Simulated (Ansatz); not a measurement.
Mulliken charges of `[CH3][In]([F])[SH]` from PBE/def2-TZVPP in Ansatz (PBE0-D4/def2-TZVP geometry).

| atom | x (Å) | y (Å) | z (Å) | charge (e) |
| --- | --- | --- | --- | --- |
| C1 | -0.868 | 1.189 | 0.586 | -0.499 |
| In2 | 0.374 | -0.353 | -0.184 | 0.788 |
| F3 | 2.302 | 0.014 | -0.242 | -0.455 |
| S4 | 0.052 | -2.533 | -1.049 | -0.364 |
| H5 | -1.461 | 1.616 | -0.223 | 0.125 |
| H6 | -1.539 | 0.784 | 1.343 | 0.126 |
| H7 | -0.234 | 1.960 | 1.022 | 0.139 |
| H8 | 1.374 | -2.675 | -1.253 | 0.140 |

**Question.** By hand: the dipole of these point charges (1 e Å = 4.8032 D).

**Answer.** Σ q r = (-0.555, 0.243, 0.163) e Å, of length 0.627 e Å = 3.01 D.

**Question.** How does the dipole of the full density compare? (Best estimate.)

**Answer.** The calculation gave: (-0.523, 0.221, 0.147) e Å, 2.82 D; the point charges give 1.07 times that, at 1° from its direction.

Point charges leave out the atoms' own dipoles, such as those of lone pairs, and Mulliken's split depends on the basis, so the close match here is no proof of good charges.
